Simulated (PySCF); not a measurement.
## How methods differ on the ionisation energy of Cu⁺

Cu⁺ [Ar] 3d10 (1S) → Cu²⁺ [Ar] 3d9 (2D), as a difference of total energies. Calculation: PySCF 2.14, in aug-cc-pwCVTZ-PP with ECP10MDF (8s8p7d4f3g, 122 functions); a scalar-relativistic core potential. Correlated levels: valence: 3s2 3p6 frozen. The calculations carry no spin-orbit coupling.

```csv
method,ionisation energy (eV)
UHF,17.116
MP2 (valence),20.876
SCS-MP2 (valence),20.433
CCSD (valence),19.805
CCSD(T) (valence),20.069
```

Q: How much does correlation contribute at CCSD(T) (valence)?

A: 20.069 − (17.116) = 2.953 eV, measured against UHF.

The reference lies between the lowest fine-structure levels, while these numbers refer to the centres of the terms.

Errors of the correlated levels include the incompleteness of this basis and the frozen core.

For comparison: 20.292 eV (measured; NIST Atomic Spectra Database, ionization energies).
